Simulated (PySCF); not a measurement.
Structure revision by computed shifts

A compound C$_{3}$H$_{12}$O$_{2}$Si$_{3}$ gives the data below (simulated from a calculation) and was assigned the structure `CO[SiH2]C([SiH3])([SiH3])C=O`.

$^{13}$C{$^{1}$H} NMR (computed): δ 182.3 (C), 25.6 (CH2), -7.1 (CH3).

$^{1}$H NMR (300 MHz, computed): δ 5.05 (q, 2H), 4.39 (m, 2H), 3.82 (t, 3H), 2.03 (t, 2H), 0.24 (t, 3H).

Calculated, not measured (PySCF 2.14): shieldings: GIAO PBE0/pcSseg-1, GFN2-xTB geometry. One computed conformer, one averaged value for each set of equivalent atoms, non-relativistic, gas phase.

References, each an isolated molecule treated in the same way: $^{1}$H (σref 31.72) and $^{13}$C (σref 186.93) vs TMS.

Question: Compare with the shifts computed for the proposed structure, pairing carbons in order of shift.

Answer: Atoms are numbered as in `[CH3:1][O:2][SiH2:3][C:4]([SiH3:5])([SiH3:6])[CH:7]=[O:8]` (H(Xn): hydrogen on atom n).

```csv
atom,computed for proposal,given list,difference
C7,210.1,182.3,+27.8
C1,54.0,25.6,+28.4
C4,30.6,-7.1,+37.7
```

The rms difference is 31.6 ppm and the largest +37.7 ppm at C4 (fully substituted sp3 carbon bonded to 3 Si, α to a carbonyl). The carbon types in order of shift don't match either: CH, CH3, C for the proposal against C, CH2, CH3 in the data. The proposal doesn't fit.

Question: Which isomer fits?

Answer: `O=C(C[SiH2]C)O[SiH2][SiH3]`.

Carbon types of the structure: 1 × C, 1 × CH2, 1 × CH3, leaving 7 H on heteroatoms. δC 182.3: carbonyl carbon. δC 25.6: sp3 CH2 bonded to Si, α to a carbonyl; the adjacent C=O deshields it moderately. δC -7.1: methyl carbon bonded to Si; an electropositive neighbour leaves it electron-rich and shielded. δH 0.24: hydrogen on a methyl carbon bonded to Si; an electropositive neighbour shields it, as in TMS itself.

Other isomers checked: CCC(=O)[SiH2]O[SiH2][SiH3] (rms 43.0 ppm).

The shifts were computed for this structure.

Shifts are as computed. Against solution values, carbons near 30 ppm lie about +3 ppm off and those near 130 ppm about +5 ppm. Of 1211 compounds with measured shifts, 218 miss one by over three times the rms of a fit or turn the order of signals round; such compounds aren't used in these exercises. Multiplicities follow the n + 1 count of equivalent neighbours, as no J values were calculated; m marks all less simple cases, F and P coupling included.
